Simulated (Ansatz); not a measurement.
germylsilane (H$_{6}$GeSi), singlet, at a GFN2-xTB geometry. Base run: PBE0/6-31G* (Ansatz, an electronic-structure program).

Ansatz was given this input:
Ansatz 0.2 input:
```yaml
crystal:
  periodic: [false, false, false]
  atoms:
    - {symbol: Si, position_ang: [-1.56704071, 0.16693932, 0.03758954]}
    - {symbol: Ge, position_ang: [0.74957058, -0.07985294, -0.01798040]}
    - {symbol: H, position_ang: [-2.14643979, -0.68810588, 1.07390640]}
    - {symbol: H, position_ang: [-1.92532104, 1.55570653, 0.32693199]}
    - {symbol: H, position_ang: [-2.15072553, -0.20470937, -1.25157588]}
    - {symbol: H, position_ang: [1.24574300, -1.41299042, -0.49700975]}
    - {symbol: H, position_ang: [1.48093017, 0.88627488, -0.90376928]}
    - {symbol: H, position_ang: [1.44812445, 0.08196777, 1.30063566]}
basis:
  gaussian:
    orbitals: 6-31G*
hamiltonian:
  xc: pbe0
```

The base run was repeated with changes; each row names its change, and settings that it needs were set with it.

```
change                                                            ΔE vs base (µEh)
----------------------------------------------------------------  ----------------
base                                                                           0.0
lower_state_search = off                                                       0.0
fitting.mean_field = def2-universal-JKFIT                                    -33.8
final_grid = 10, 20, 41                                                       -0.5
accuracy = high                                                               -0.4
point_charge = charge:1.0 position_ang:1.4264, -2.8575, 3.9699               -2943
point_charge = charge:-1.0 position_ang:4.0865, -1.1763, -2.4473             -2154
forces = on                                                                    0.0
nuclear_model = gaussian                                                         ?
point_charge = charge:0.5 position_ang:-5.4587, -1.0764, 0.0646               -493
final_grid = 4, 8, 17                                                        -39.4
```

Problem. Fill in the missing entries.

Solution. 
- nuclear_model = gaussian, ΔE vs base (µEh): 8583
